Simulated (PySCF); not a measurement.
Compound: C4H12Ge.
InChI=1S/C4H12Ge/c1-5(2,3)4/h1-4H3

Method used: PBE0-D3(BJ)/def2-SVP geometry optimisation, gas phase (PySCF).

Masses are those of the commonest isotopes; rigid-rotor values at the optimised geometry. 

(1) Give the principal moments of inertia and the rotational constants in GHz.

(2) Classify the top.

Answers

(1) Ia = 175.41, Ib = 175.54, Ic = 175.64 u·Å²; 505379 MHz·u·Å²/I gives 2881, 2879 and 2877 MHz, that is A = 2.8811, B = 2.8790, C = 2.8774 GHz.

(2) A spherical top, as the point group Td requires three equal moments; the computed ones differ by 0.13 % because the geometry is symmetric only within the optimiser's tolerance.

The point group Td allows no dipole (computed: 0.00 D), so a rigid rotor has no electric-dipole lines.

Problem. Estimate the classical rotational partition function at 50 K, 100 K and 200 K.

Solution. Point group Td, symmetry number σ = 12; q = (√π/σ)·√((kT/h)³/(ABC)), k/h = 20836.6 MHz/K: 1020 at 50 K, 2880 at 100 K, 8130 at 200 K.

No frequency check. Constants of a rigid frame at the computed geometry: no zero-point averaging, no centrifugal distortion.
